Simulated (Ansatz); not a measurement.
Job for Ansatz (a first-principles code): U-SVWN5/def2-TZVPP on O2+, 2S+1 = 2, a spin state set in the input, which need not be the lowest, a point of a bond scan (R = 1.103 Å). Charge +1.

Ansatz 0.2 input:
```yaml
crystal:
  periodic: [false, false, false]
  atoms:
    - {symbol: O, position_ang: [0.00000000, 0.00000000, 0.00000000]}
    - {symbol: O, position_ang: [0.00000000, 0.00000000, 1.10267300]}
basis:
  gaussian:
    orbitals: def2-TZVPP
    pivot_positions_ang: [[0.00000000, 0.00000000, 0.00000000], [0.00000000, 0.00000000, 1.10267300]]
hamiltonian:
  xc: {name: SVWN5}
total_charge: 1
magnetization: {spin_polarized: true, initial_magnetization: 1}
output: {forces: true, orbitals: {seedname: ./end}}
```

The head of its log:

```
WARN ansatz: RAYON_NUM_THREADS=2 ignored (pool sized by the plan → 2); use --threads N
Functional definition: SVWN5
integrals: 0.01 GiB planned
302 factors; their error is unknown
mean field: 0.11 GiB planned
mean field evaluation 1: about -4048.7797 eV, gradient 2.9e1 eV
mean field evaluation 2: about -4049.6616 eV, gradient 2.3e1 eV
```

### Question
What total energy does the run end on?

### Answer
-148.8768 hartree.
